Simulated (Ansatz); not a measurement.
Cs2H3⁻ was relaxed with PBE0-D4 (def2-TZVPD) in Ansatz in these states: charge -1 quintet, charge -1 triplet. The geometries follow in no particular order.

In the def2 sets Cs takes a core potential; there is no spin–orbit coupling.

A:

```csv
atom,x (Å),y (Å),z (Å)
Cs1,-2.688,-1.029,-1.667
Cs2,1.802,0.358,2.772
H3,0.814,-0.679,-0.612
H4,0.983,-0.040,-0.983
H5,-0.911,1.389,0.490
```

B:

```xyz
5

Cs    2.235    1.670   -0.583
Cs   -2.394   -1.159   -1.115
H     0.085   -0.308    1.006
H     0.168   -0.519    1.734
H    -0.094    0.316   -1.043
```

Problem. Judge from the bond lengths which geometry belongs to which state (an estimate).

Solution. A is the charge -1 quintet (Cs1–Cs2 6.464 Å, Cs1–H5 3.695 Å, Cs2–H5 3.692 Å); B is the charge -1 triplet (Cs1–Cs2 5.451 Å, Cs1–H5 2.732 Å, Cs2–H5 2.734 Å).

At PBE0-D4/def2-TZVPD the highest occupied level of the charge -1 quintet lies above zero (up to 0.34 eV). It is a level of α spin, whose loss leaves a quartet; that state wasn't run at this geometry and level. The electron is either unbound and held by the finite basis, or the level is raised by self-interaction error. At PBE0-D4/def2-TZVPD the highest occupied level of the charge -1 triplet lies above zero (up to 0.07 eV). It is a level of α spin, whose loss leaves a doublet; that state wasn't run at this geometry and level. The electron is either unbound and held by the finite basis, or the level is raised by self-interaction error. At PBE0-D4/def2-TZVPD a triplet lies 1.90 eV below the charge -1 quintet. In the quintet, H3 and H4 lie 0.76 Å apart (atoms count from 1), so H2 has formed as a molecule. In the triplet, H3 and H4 lie 0.76 Å apart (atoms count from 1), so H2 has formed as a molecule. These are the stationary points nearest to one start from a short search; other shapes may lie lower in each state.
